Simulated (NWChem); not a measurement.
Molecule: CuH; SMILES [CuH]

Computed with NWChem. Structure relaxed at the B3LYP/6-31G* (spherical d) level. Vertical excitations in the gas phase.

**Question.** What does the run give for LDA (Slater exchange, VWN5)/aug-cc-pVDZ, TDA? Quantities: lowest excitation, singlet (eV); oscillator strength of that lowest state; lowest state with f > 0.02, singlet (eV); oscillator strength of that bright state; lowest triplet (eV); orbital gap (eV).

**Answer.** 
```yaml
lowest excitation, singlet (eV): 3.12
oscillator_strength_of_that_lowest_state: 0.000
lowest state with f > 0.02, singlet (eV): 3.31
oscillator_strength_of_that_bright_state: 0.060
lowest triplet (eV): 2.41
orbital gap (eV): 2.70
```
